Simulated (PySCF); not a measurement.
**Peak assignment**

Bonds (- single, = double, # triple, : aromatic): C1#C2 1.201 Å, C2-C3 1.434 Å, C3=O4 1.206 Å, C3-C5 1.491 Å, C5-F6 1.345 Å, C5=C7 1.339 Å, C7-F8 1.310 Å, C7-F9 1.318 Å. C1 carries H10.

All values are calculated (PySCF): GIAO PBE0/pcSseg-1 shieldings, GFN2-xTB geometry. One computed conformer, no solvent model, non-relativistic Hamiltonian.

Referencing at the same level of theory: 13C vs TMS.

Assign these signals to the numbered atoms. 13C{1H} NMR (computed): δ 171.6 (C), 171.2 (C), 139.3 (C), 95.6 (CH), 81.7 (C).

Results:


```tsv
δ (ppm)	atoms	environment	reason
171.6	C3	carbonyl carbon of an ynone	–
171.2	C7	β carbon of a C=C–C=O unit	conjugation with the carbonyl draws π density from the β position
139.3	C5	α carbon of a C=C–C=O unit	the olefinic region
95.6	C1	terminal alkyne carbon	the triple bond shields along its axis, which puts it between sp3 and sp2 carbons
81.7	C2	alkyne carbon	sp carbons lie upfield of alkene carbons because the cylindrical π system leaves one tensor component strongly shielded
```

C3 and C7 lie closer than the usual error of such a calculation, so a measured spectrum could show them in the other order.

Splittings by 19F in the carbon and heteronuclear signals aren't shown, as no couplings were computed. Shifts are as computed. Against solution values, carbons near 30 ppm lie about +3 ppm off and those near 130 ppm about +5 ppm. Of 1211 compounds with measured shifts, 218 miss one by over three times the rms of a fit or turn the order of signals round; such compounds aren't used in these exercises.
